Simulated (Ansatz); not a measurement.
Two isomers of CH6OSSi2: A = `O=C[SiH]([SiH3])S`, B = `[SiH3]OC1[SiH2]S1`.

Computed with Ansatz on PBE0-D4/def2-TZVP structures; ΔE is electronic, products minus reactants. CBS: MP2 limit from def2 TZ/QZ plus the TZ coupled-cluster correction, frozen cores. DFT in def2-TZVPP. B3LYP here is the variant with VWN-RPA as its local correlation; programs differ in this. Each species was taken in one conformer, which may not be the lowest.

(1) Which isomer does CCSD(T)/CBS put lower? Give the gap. (Best estimate.)

(2) Give E(B) − E(A) in kJ/mol with B3LYP-D4, MP2/def2-TZVPP, CCSD(T)/def2-TZVPP, PBE-D4, HF/def2-TZVPP, PBE0-D4, B3LYP. (Best estimate.)

Largest T1 diagnostic: 0.015.

Answers

(1) Computed: B, by 37.0 kJ/mol.

(2) Computed: B3LYP-D4 -24.3, MP2/def2-TZVPP -49.9, CCSD(T)/def2-TZVPP -31.4, PBE-D4 -16.0, HF/def2-TZVPP -27.2, PBE0-D4 -28.2, B3LYP -23.2. None reverses the order clearly.

In def2-TZVPP, CCSD(T) changes the Hartree–Fock value by −4.3 kJ/mol (the triples alone add +0.5 kJ/mol) and MP2 by −22.7 kJ/mol. From PBE to PBE0 (25 % exact exchange), in def2-TZVPP and without D4, E(B) − E(A) moves by −12.5 kJ/mol.
